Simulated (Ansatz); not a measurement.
Basis-set extrapolation for C2H8FNSi (`CC(F)[SiH2]N`) (PBE0-D4/def2-TZVP geometry, frozen core, Ansatz 0.2.0). Multiplicity 1, RHF reference.

|  | def2-TZVPP | def2-QZVPP |
| --- | --- | --- |
| HF | -523.348850 | -523.369074 |
| MP2 correlation | -0.937022 | -1.008879 |
| CCSD(T) correlation | -1.018847 | not run |

Energies in hartree. Use E(X) = E(∞) + A·exp(−7.88·√X) for Hartree–Fock and E(X) = E(∞) + B·X^(−2.97) for correlation, with X = 3 and 4, and add CCSD(T) minus MP2 of the smaller set to the MP2 limit.

Q: What is the CCSD(T) energy at the basis-set limit?

A: HF limit: -523.369074 + (-0.020224) × 0.13774 = -523.37186. MP2 limit: -1.008879 + (-0.071857) × 0.74074 = -1.06211. Higher-order term: -1.018847 − (-0.937022) = -0.08183. Total: -524.51580 hartree, 4.03 eV below CCSD(T)/def2-TZVPP.
